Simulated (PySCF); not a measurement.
This PySCF input asks for the NMR shieldings of C₅H₇BCl₃N; the geometry comes from GFN2-xTB.

```python
import basis_set_exchange as bse
import numpy as np
from pyscf import gto, dft
from pyscf.prop import nmr

atoms = """
Cl   -3.311681   -1.268259   -0.566562
C    -1.646525   -1.504254   -1.168252
C    -0.651799   -1.403768   -0.016213
B    -0.610429   -0.025191    0.734253
N     2.274105    1.669506    0.978048
C     1.437149    1.036725    1.429667
C     0.377173    0.211279    1.970804
C     0.997395   -1.015526    2.632895
Cl    2.165939   -0.527304    3.900245
Cl   -0.268144   -2.020433    3.379644
H    -1.471564   -0.733501   -1.917999
H    -1.624951   -2.488006   -1.637108
H     0.342804   -1.630287   -0.417642
H    -0.863557   -2.211075    0.691423
H    -1.235575    0.895232    0.377493
H    -0.120185    0.810493    2.742970
H     1.541790   -1.643207    1.925106
"""
names = dict.fromkeys(["Cl", "C", "B", "N", "H"], "pcSseg-1")
basis = {el: gto.basis.parse(bse.get_basis(n, elements=[el], fmt="nwchem")) for el, n in names.items()}
mol = gto.M(atom=atoms, basis=basis, charge=0, verbose=0)
mf = dft.RKS(mol, xc="PBE0")
mf.grids.level = 2
mf.grids.alignment = dft.numint.BLKSIZE   # the property module wants whole blocks of grid points
mf.conv_tol = 1e-9
mf.kernel()

calc = nmr.RKS(mf)   # GIAO
C = mf.mo_coeff
Co = C[:, mf.mo_occ > 0]
resp = mf.gen_response(singlet=True, hermi=2)
def vind(x):   # induced exchange potential for any number of trial vectors
    d = np.einsum("pi,xij,qj->xpq", C, 2 * x.reshape(-1, C.shape[1], Co.shape[1]), Co, optimize=True)
    return np.einsum("xpq,pi,qj->xij", resp(d - d.transpose(0, 2, 1)), C, Co, optimize=True).ravel()
mo1, _ = nmr.rhf.solve_mo1(calc, with_cphf=vind)
sigma = calc.kernel(mo1)
for i, s in enumerate(sigma):   # ppm
    w = np.linalg.eigvalsh((s + s.T) / 2)
    print("%2d %-2s iso %8.1f  s11 %8.1f  s22 %8.1f  s33 %8.1f" % (i, mol.atom_pure_symbol(i), w.mean(), *w))
```

**Question.** Give the expected output.

**Answer.** 
```
 0 Cl iso    830.3  s11    618.3  s22    795.1  s33   1077.5
 1 C  iso    138.1  s11    111.6  s22    136.8  s33    166.0
 2 C  iso    152.9  s11    126.5  s22    158.5  s33    173.5
 3 B  iso     17.2  s11    -56.8  s22     -6.3  s33    114.7
 4 N  iso    -48.5  s11   -225.4  s22   -207.2  s33    287.2
 5 C  iso     71.0  s11    -43.8  s22    -35.5  s33    292.2
 6 C  iso    141.1  s11    115.4  s22    146.5  s33    161.6
 7 C  iso     99.9  s11     58.6  s22    113.8  s33    127.2
 8 Cl iso    629.6  s11    340.2  s22    548.1  s33   1000.5
 9 Cl iso    653.4  s11    382.6  s22    590.3  s33    987.3
10 H  iso     27.8  s11     22.2  s22     27.3  s33     33.8
11 H  iso     27.8  s11     21.6  s22     27.5  s33     34.2
12 H  iso     30.1  s11     23.8  s22     31.1  s33     35.4
13 H  iso     29.1  s11     22.7  s22     28.5  s33     36.1
14 H  iso     24.2  s11     18.5  s22     25.0  s33     29.0
15 H  iso     28.0  s11     24.8  s22     28.2  s33     31.0
16 H  iso     25.6  s11     21.4  s22     25.7  s33     29.6
```

These numbers come from an equivalent density-fitted implementation of the same equations, which agrees with the script to about 0.01 ppm for H and up to a few tenths of a ppm for heavy atoms, so last digits may differ.

Size and cost of the density-fitted run: 226 basis functions, 110 s wall time on 1 thread of an Arm Neoverse N1, shared host; peak memory 1.1 GiB.
